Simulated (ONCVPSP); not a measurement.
## PBE ONCV dataset for Ni (Z = 28), scalar-relativistic all-electron reference.

* Element: Ni
* Generator: ONCVPSP 4.0.1
* Type: optimised norm-conserving Vanderbilt (ONCV)
* Functional: PBE
* Relativity: scalar-relativistic
* Frozen core: [Ar]
* Valence charge: 10
* Reference configuration: 3d8 4s2
* Partial waves: 4s: rc 2.62 bohr, ncon 3, nbas 7, qcut 3.9 1/bohr, 2 projectors, debl 3 Ha; p scattering state at 0.03 Ha: rc 1.65 bohr, ncon 4, nbas 9, qcut 4.6 1/bohr, 1 projector; 3d: rc 1.30 bohr, ncon 4, nbas 9, qcut 11.1 1/bohr, 2 projectors, debl 0.8 Ha
* Local potential: polynomial inside 1.00 bohr (lpopt 5, dvloc0 4 Ha)
* Core correction: none

All-electron outer shells of the reference configuration (PBE, scalar-relativistic, ld1.x):

| shell | level (eV) | outermost node (bohr) | outermost maximum (bohr) |
| --- | --- | --- | --- |
| 3p | -71.39 | 0.27 | 0.65 |
| 3d | -8.87 | – | 0.63 |
| 4s | -5.64 | 0.92 | 2.24 |

Problem. Does the generator finish with these settings?

Solution. Yes, a potential is produced and its reference levels are reproduced.

Problem. Estimate the cutoffs (Ha) at which the residual kinetic energy of the hardest occupied pseudo-wave falls to 1 and 0.1 mHa per electron.

Solution. 53 Ha and 59 Ha.

Problem. What does a ghost test show?

Solution. No bound ghost flagged; GHOST(+) flagged for s at 14.5 eV.

Problem. Which valence shell sets the plane-wave cutoff?

Solution. 3d: 53 Ha for 1 mHa per electron, against 5 Ha for 4s.

Its largest configuration-test error is +89 meV (3d7 4s0). 1 of 4 tests not solved or not reliable.
